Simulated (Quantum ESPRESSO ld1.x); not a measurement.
Question: These are the eigenvalues of the occupied orbitals of an atom or ion with whole-number occupations (hartree). Calculated with ld1.x of Quantum ESPRESSO 7.5: scalar-relativistic Kohn-Sham, LDA (Slater exchange, VWN5 correlation), spin-polarised, spherical densities, point nucleus.

orbital  eigenvalue
1s up      -2565.39
1s down    -2565.38
2s up      -453.895
2s down    -453.886
2p up      -398.779
2p down    -398.770
3s up      -114.777
3s down    -114.691
3p up      -98.4543
3p down    -98.3680
3d up      -79.6536
3d down    -79.5852
4s up      -33.9045
4s down    -33.7564
4p up      -28.4804
4p down    -28.3349
4d up      -21.6062
4d down    -21.4608
5s up      -14.0377
4f up      -13.8971
4f down    -13.7437

Which element is it, and in what charge state? The configuration may be excited. Open shells, if any, are filled with parallel spins first.

Answer: Z = 74, tungsten, charge +16: W16+ in [Kr] 4d10 4f11 5s1. The list shows which subshells hold electrons but not how many an open one holds; the 1s level, -2565.4 hartree, gives Z - s = 71.6 by -(Z - s)^2/2, which with screening and relativity narrows Z to a few neighbours, and the depths of the outer levels then fix element, charge and occupations together.
